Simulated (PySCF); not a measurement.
C₄H₆F₂Se.
Cartesian coordinates in Å at the PBE0-D3(BJ)/def2-SVP level; atoms count from 1:
```xyz
13
C4H6F2Se angstrom
F     -1.539   -1.935   -0.696
C     -1.636   -0.651   -0.271
F     -2.659   -0.074   -0.936
C     -0.351    0.068   -0.568
C      0.875   -0.358    0.248
C      1.461    1.022    0.567
Se    -0.245    1.918    0.118
H     -1.876   -0.656    0.807
H     -0.188    0.051   -1.656
H      1.555   -1.045   -0.280
H      0.554   -0.859    1.175
H      1.790    1.181    1.603
H      2.253    1.343   -0.124
```

All values: B3LYP/def2-SVPD (PySCF, non-relativistic), on one gas-phase PBE0-D3(BJ)/def2-SVP geometry that isn't relaxed in the solvent. The solvent is an IEF-PCM continuum (cavity from Bondi-type radii × 1.2). The model holds no explicit solvent molecules, cavitation or dispersion. Spin–orbit coupling is left out although an atom past zinc is present.

Gas phase at B3LYP/def2-SVPD: HOMO -6.33 eV, LUMO -1.17 eV, dipole 2.80 D.

Question: What does the continuum do to the energy, the frontier levels and the dipole at B3LYP/def2-SVPD in chloroform and acetonitrile?

Answer: 
| solvent | ε | E(solvent) − E(gas) (kcal/mol) | polarisation term (kcal/mol) | distortion of the solute (kcal/mol) | HOMO (eV) | LUMO (eV) | dipole (D) |
| --- | --- | --- | --- | --- | --- | --- | --- |
| chloroform | 4.711 | -3.38 | -3.80 | 0.42 | -6.24 | -1.01 | 3.42 |
| acetonitrile | 35.69 | -4.66 | -5.52 | 0.86 | -6.23 | -0.98 | 3.68 |

The polarisation term is half the interaction of the solute with the surface charges that it induces; the rest is the cost of distorting the solute's density. The sum is the electrostatic part of solvation alone. From chloroform to acetonitrile the lowering changes by a factor 1.38, Onsager's factor (ε − 1)/(2ε + 1) by 1.35 and ε itself by 7.6.

Question: Which radius a makes the point-dipole formula ΔE = −[(ε − 1)/(2ε + 1)]·μ²/a³ give the value in acetonitrile, with the gas-phase dipole?

Answer: μ = 1.100 au and |ΔE| = 0.00743 Eh give a = 2.26 Å; the farthest nucleus lies 2.82 Å from the centroid of the nuclei, so such a sphere wouldn't even hold the nuclei. The formula assumes a rigid point dipole at the centre of a sphere.

Question: Give the dipole vector in the frame of the coordinates (D, pointing from negative to positive charge), gas and acetonitrile.

Answer: Gas (2.53, -0.20, 1.18), solvent (3.29, -0.60, 1.54). Its length changes by +32 % and its direction by 5°.

Question: How does the static polarisability (B3LYP/def2-SVPD, frozen core, with the continuum's full static response) change?

Answer: 
| medium | isotropic (au) | principal values (au) | ⟨r²⟩ of the electrons (bohr²) |
| --- | --- | --- | --- |
| gas | 75.7 | 64.2, 79.4, 83.3 | 1145.0 |
| chloroform | 95.4 | 82.6, 98.0, 105.6 | 1145.2 |
| acetonitrile | 105.4 | 93.8, 105.9, 116.5 | 1145.3 |

The isotropic value in acetonitrile is 1.39 times the gas-phase one; no cavity-field correction is applied. ⟨r²⟩ is taken about the centre of nuclear charge.

The run took about 50 s of CPU time (one thread, shared machine). This is the whole response run at B3LYP/def2-SVPD in acetonitrile, SCF included.
